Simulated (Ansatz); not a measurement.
System: GeO, charge 1, doublet. GeO+ (parent SMILES [O]=[Ge], doublet).
B3LYP-D3(BJ)/def2-TZVP minimum from Ansatz (a quantum-chemistry and plane-wave program):
```
Ge
O 1 1.7843
```
Charge +1, spin multiplicity 2.

Total energies in aug-cc-pVDZ, 9 correlated electrons, 15 frozen orbitals. Radicals and triplets start from unrestricted determinants; spin-orbit coupling is neglected. Cores are frozen in correlated methods (noble-gas shells, and filled d and f shells in the p block). No relativity. The spin of GeO+ (parent SMILES [O]=[Ge], doublet) was assumed, and the state is the lowest solution found for it.

```json
[
 {"method": "HF", "program": "Ansatz", "energy (Eh)": "-2149.87796", "minus CCSDTQ (mEh)": "238.82"},
 {"method": "MP2", "program": "Ansatz", "energy (Eh)": "-2150.08436", "minus CCSDTQ (mEh)": "32.42"},
 {"method": "CCSD", "program": "Ansatz", "energy (Eh)": "-2150.10755", "minus CCSDTQ (mEh)": "9.23"},
 {"method": "CCSD(T)", "program": "Ansatz", "energy (Eh)": "-2150.11511", "minus CCSDTQ (mEh)": "1.67"},
 {"method": "CCSDT(Q)", "program": "Ansatz", "energy (Eh)": "-2150.11690", "minus CCSDTQ (mEh)": "-0.12"},
 {"method": "CCSDTQ", "program": "Ansatz", "energy (Eh)": "-2150.11678", "minus CCSDTQ (mEh)": "0.00"}
]
```

Rough core times of Ansatz's runs on a shared machine: CCSD(T) 20 s, CCSDT(Q) 60 s, CCSDTQ 30 min.
